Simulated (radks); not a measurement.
Excited configurations of neutral nickel: one electron is placed in a higher orbital outside [Ar] 3d9. The ground configuration is [Ar] 3d8 4s2. Method: non-relativistic Kohn-Sham, r2SCAN, spin-polarised, spherical densities, point nucleus; open shells are filled with parallel spins first; meta-GGA in the generalised Kohn-Sham scheme; computed with a radial shooting solver on a logarithmic mesh with Libxc functionals. Excitation = E - E(ground); binding = E(ion) - E, where the ion is the core of charge +1; n* = 1/sqrt(2 binding) in atomic units, and the quantum defect is n - n*.

| outer orbital | excitation (eV) | binding (eV) | n* | <r> (bohr) |
|---|---|---|---|---|
| 4p | 2.507 | 3.886 | 1.871 | 4.579 |
| 4d | 4.877 | 1.515 | 2.996 | 10.55 |
| 5p | 4.630 | 1.762 | 2.779 | 11.28 |

The Delta-SCF ionisation energy is 6.393 eV (NIST Atomic Spectra Database: 7.640 eV, measured). Self-interaction in the functional shifts the binding energies and quantum defects, so they are the method's values and not measured ones. Open shells are spherical and high-spin; term and fine-structure splittings are not resolved.
